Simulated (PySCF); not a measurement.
CH3F3Ti, SMILES [CH3][Ti]([F])([F])[F], multiplicity 1.

Coordinates come from a PBE0-D3(BJ)/def2-SVP optimisation. The spin state was assumed, not searched. The structure was generated by enumeration; whether it is a known compound was not checked.

Two levels are set side by side: TDA-PBE/def2-SVPD (PySCF) and TDA-ωB97X/def2-SVPD (PySCF). Vertical, same geometry. The lowest singlet is HOMO→LUMO+1 100 % with PBE and HOMO→LUMO+1 98 % with the other functional; states are paired by order. Differences are taken from unrounded values.

```tsv
quantity	TDA-ωB97X	TDA-PBE	TDA-PBE minus TDA-ωB97X
lowest singlet excitation (eV)	4.20	3.92	-0.29
lowest triplet excitation (TDA) (eV)	3.80	3.49	-0.31
```

Functionals without exact exchange tend to place singlet excitations lower, as here. Differences between two approximate levels are no errors against the true value.

Rough cost on one machine, each run with all the roots and properties that it gave: TDA-ωB97X against TDA-PBE about 4 times.
